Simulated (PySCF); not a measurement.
# `CCC1C[As]([SiH3])C1`, C₅H₁₃AsSi

Molfile (atoms numbered from 1):
```
C5H13AsSi
     RDKit          3D

 20 20  0  0  0  0  0  0  0  0999 V2000
   -2.6182    0.2093   -0.5771 C   0  0  0  0  0  0  0  0  0  0  0  0
   -1.7206   -0.6302    0.3244 C   0  0  0  0  0  0  0  0  0  0  0  0
   -0.2465   -0.2785    0.1500 C   0  0  0  0  0  0  0  0  0  0  0  0
    0.7200   -1.0906    1.0229 C   0  0  0  0  0  0  0  0  0  0  0  0
    1.8995    0.4936    1.3195 As  0  0  0  0  0  3  0  0  0  0  0  0
    3.0593    0.3869   -0.7059 Si  0  0  0  0  0  4  0  0  0  0  0  0
    0.1507    1.1347    0.5997 C   0  0  0  0  0  0  0  0  0  0  0  0
   -3.6633   -0.0510   -0.4257 H   0  0  0  0  0  0  0  0  0  0  0  0
   -2.4938    1.2678   -0.3598 H   0  0  0  0  0  0  0  0  0  0  0  0
   -2.3707    0.0439   -1.6239 H   0  0  0  0  0  0  0  0  0  0  0  0
   -1.8637   -1.6907    0.0966 H   0  0  0  0  0  0  0  0  0  0  0  0
   -2.0057   -0.4741    1.3692 H   0  0  0  0  0  0  0  0  0  0  0  0
    0.0168   -0.4128   -0.9042 H   0  0  0  0  0  0  0  0  0  0  0  0
    1.1427   -1.9762    0.5456 H   0  0  0  0  0  0  0  0  0  0  0  0
    0.2429   -1.3957    1.9577 H   0  0  0  0  0  0  0  0  0  0  0  0
    2.2786   -0.0268   -1.8822 H   0  0  0  0  0  0  0  0  0  0  0  0
    3.6352    1.6982   -1.0329 H   0  0  0  0  0  0  0  0  0  0  0  0
    4.1683   -0.5702   -0.5932 H   0  0  0  0  0  0  0  0  0  0  0  0
   -0.4942    1.4828    1.4110 H   0  0  0  0  0  0  0  0  0  0  0  0
    0.1576    1.8903   -0.1875 H   0  0  0  0  0  0  0  0  0  0  0  0
  1  2  1  0
  2  3  1  0
  3  4  1  0
  4  5  1  0
  5  6  1  0
  5  7  1  0
  7  3  1  0
  1  8  1  0
  1  9  1  0
  1 10  1  0
  2 11  1  0
  2 12  1  0
  3 13  1  0
  4 14  1  0
  4 15  1  0
  6 16  1  0
  6 17  1  0
  6 18  1  0
  7 19  1  0
  7 20  1  0
M  END
```

Method used: GIAO HF/pcSseg-1 magnetisability, rotational g tensor and spin-rotation constants, non-relativistic, gas phase (PySCF 2.14.0). Geometry: GFN2-xTB.

The calculation is non-relativistic, which matters for the atoms heavier than Zn.

Question: Give the nuclear spin-rotation constants along the inertial axes (H = +C I·J) beside the isotropic shieldings.

Answer: Rotational constants 2.6876, 0.8242, 0.7435 GHz. A star marks the isotopologue with that one atom substituted, in its own axes.
```csv
atom,isotope,Caa (kHz),Cbb (kHz),Ccc (kHz),mean (kHz),σ (ppm)
As5,75As,3.655,1.128,0.667,1.817,1721.7
H8,1H,0.034,-0.088,-0.082,-0.045,31.1
H9,1H,-0.275,-0.094,0.008,-0.120,31.2
H10,1H,-0.295,0.009,-0.083,-0.123,31.5
H11,1H,-0.266,-0.095,0.011,-0.117,30.9
H12,1H,-0.281,0.015,-0.087,-0.117,31.1
H13,1H,-0.276,0.037,-0.086,-0.108,29.4
H14,1H,-0.268,-0.075,-0.005,-0.116,30.5
H15,1H,-0.251,0.005,-0.080,-0.108,30.3
H16,1H,-0.109,-0.014,-0.066,-0.063,28.0
H17,1H,-0.172,-0.070,-0.002,-0.081,28.2
H18,1H,-0.096,-0.079,-0.015,-0.063,28.2
H19,1H,-0.217,-0.025,-0.065,-0.102,30.5
H20,1H,-0.286,-0.036,-0.035,-0.119,30.4
C1,13C*,0.332,0.094,0.097,0.174,180.3
C2,13C*,0.376,0.132,0.125,0.211,158.8
C3,13C*,0.407,0.159,0.113,0.226,153.0
C4,13C*,0.304,0.112,0.115,0.177,173.0
Si6,29Si*,-1.305,-0.390,-0.398,-0.697,459.2
```
For the geometry as given, no vibrational averaging.

Question: How do the rotational constants and the g tensor change when H8, H9, H10, H11, H12, H13, H14, H15, H16, H17, H18, H19, H20 are replaced by deuterium?

Answer: Constants 2.1904, 0.7025, 0.6412 GHz; g -0.0132, -0.0084, -0.0039, against -0.0160, -0.0099, -0.0044 before.
